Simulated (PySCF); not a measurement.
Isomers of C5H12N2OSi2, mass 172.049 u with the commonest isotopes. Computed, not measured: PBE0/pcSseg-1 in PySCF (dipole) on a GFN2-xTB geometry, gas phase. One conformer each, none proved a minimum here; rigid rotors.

Task: Order these by out-of-plane moment Σ m c² = (Ia + Ib − Ic)/2, smallest first.
A. `[CH3:1][C:2](=[O:3])[NH:4][SiH2:5][CH2:6][SiH2:7][CH2:8][C:9]#[N:10]` with C1–C2–N4–Si5 176°, C2–N4–Si5–C6 61°, N4–Si5–C6–Si7 50°, Si5–C6–Si7–C8 -68°, C6–Si7–C8–C9 89°
B. `[CH2:1]=[C:2]([CH2:3][C:4]#[N:5])[Si@@H:6]([OH:7])[SiH2:8][NH:9][CH3:10]` with C1–C2–C3–C4 118°, C1–C2–Si6–O7 155°, C2–Si6–O7–H 165°, C2–Si6–Si8–N9 -86°, Si6–Si8–N9–C10 -175°
C. `[O:1]=[CH:2][NH:3][C@@H:4]1[CH:5]=[CH:6][C@@H:7]1[N:8]([SiH3:9])[SiH3:10]` with O1–C2–N3–C4 6°, C2–N3–C4–C5 -147°, C6–C7–N8–Si9 -11°

Result: A (108.72 u·Å²), C (110.54 u·Å²), B (125.91 u·Å²).

Task: Order these by dipole moment, largest first.
A. `[CH3:1][C:2](=[O:3])[NH:4][SiH2:5][CH2:6][SiH2:7][CH2:8][C:9]#[N:10]` with C1–C2–N4–Si5 176°, C2–N4–Si5–C6 61°, N4–Si5–C6–Si7 50°, Si5–C6–Si7–C8 -68°, C6–Si7–C8–C9 89°
B. `[CH2:1]=[C:2]([CH2:3][C:4]#[N:5])[Si@@H:6]([OH:7])[SiH2:8][NH:9][CH3:10]` with C1–C2–C3–C4 118°, C1–C2–Si6–O7 155°, C2–Si6–O7–H 165°, C2–Si6–Si8–N9 -86°, Si6–Si8–N9–C10 -175°
C. `[O:1]=[CH:2][NH:3][C@@H:4]1[CH:5]=[CH:6][C@@H:7]1[N:8]([SiH3:9])[SiH3:10]` with O1–C2–N3–C4 6°, C2–N3–C4–C5 -147°, C6–C7–N8–Si9 -11°

Result: C (3.40 D), B (2.04 D), A (1.50 D).

Task: Order these by rotational constant A, largest first.
A. `[CH3:1][C:2](=[O:3])[NH:4][SiH2:5][CH2:6][SiH2:7][CH2:8][C:9]#[N:10]` with C1–C2–N4–Si5 176°, C2–N4–Si5–C6 61°, N4–Si5–C6–Si7 50°, Si5–C6–Si7–C8 -68°, C6–Si7–C8–C9 89°
B. `[O:1]=[CH:2][NH:3][C@@H:4]1[CH:5]=[CH:6][C@@H:7]1[N:8]([SiH3:9])[SiH3:10]` with O1–C2–N3–C4 6°, C2–N3–C4–C5 -147°, C6–C7–N8–Si9 -11°
C. `[CH2:1]=[C:2]([CH2:3][C:4]#[N:5])[Si@@H:6]([OH:7])[SiH2:8][NH:9][CH3:10]` with C1–C2–C3–C4 118°, C1–C2–Si6–O7 155°, C2–Si6–O7–H 165°, C2–Si6–Si8–N9 -86°, Si6–Si8–N9–C10 -175°

Result: C (1285 MHz), B (1208 MHz), A (1123 MHz).

```csv
SMILES,point group,Ia (u·Å²),Ib (u·Å²),Ic (u·Å²),κ,μa (D),μb (D),μc (D)
CC(=O)N[SiH2]C[SiH2]CC#N,C1,449.87,561.04,793.47,0.08,1.42,0.43,0.24
O=CN[C@@H]1C=C[C@@H]1N([SiH3])[SiH3],C1,418.30,607.02,804.25,-0.30,2.66,1.69,1.28
C=C(CC#N)[Si@@H](O)[SiH2]NC,C1,393.25,722.92,864.35,-0.67,1.68,1.15,0.20
```
